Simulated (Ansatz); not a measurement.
This geometry of AlF2H2N + H2 (8 atoms, charge 0, multiplicity 1) is a first-order saddle point.

Level of theory: UKS revPBE/6-31G* (Ansatz 0.2.0).

```xyz
8
Properties=species:S:1:pos:R:3
Al -0.096 -0.894 0.060
N 0.544 0.869 -0.242
F -0.552 -1.751 -1.301
F 0.543 -1.689 1.384
H -0.801 0.778 0.309
H -1.505 0.127 0.611
H 0.617 1.263 -1.186
H 1.250 1.298 0.366
```

Q: Which two structures does it join? (They come from a converged band through this point; their orientation in space is the band's.)

A: Bonds broken: H5–H6. Bonds formed: Al1–H6, N2–H5. AlF2H2N + H2 becomes AlF2H4N.

Image 0:

```xyz
8
Properties=species:S:1:pos:R:3
Al 0.526 -1.168 -0.188
N 0.898 0.560 -0.380
F -0.191 -2.027 -1.426
F 0.892 -1.966 1.231
H -1.742 1.119 0.686
H -2.427 1.245 0.963
H 0.705 1.101 -1.221
H 1.339 1.137 0.335
```

Image 8:

```xyz
8
Properties=species:S:1:pos:R:3
Al -0.477 -0.938 0.216
N 0.396 0.914 -0.183
F -0.388 -1.572 -1.350
F 0.694 -1.512 1.295
H -0.204 1.717 0.042
H -1.927 -0.579 0.801
H 0.640 0.966 -1.181
H 1.265 1.004 0.359
```

Q: How far does it lie above each of them?

A: 15.5 kcal/mol above the first and 33.5 kcal/mol above the second. This is the barrier of this one path; another mechanism may lie lower. The orbitals were unrestricted but ended closed-shell.

Run time: 80 s on 2 threads of Intel(R) Xeon(R) 6975P-C (Granite Rapids) (shared host), peak memory 0.17 GiB.
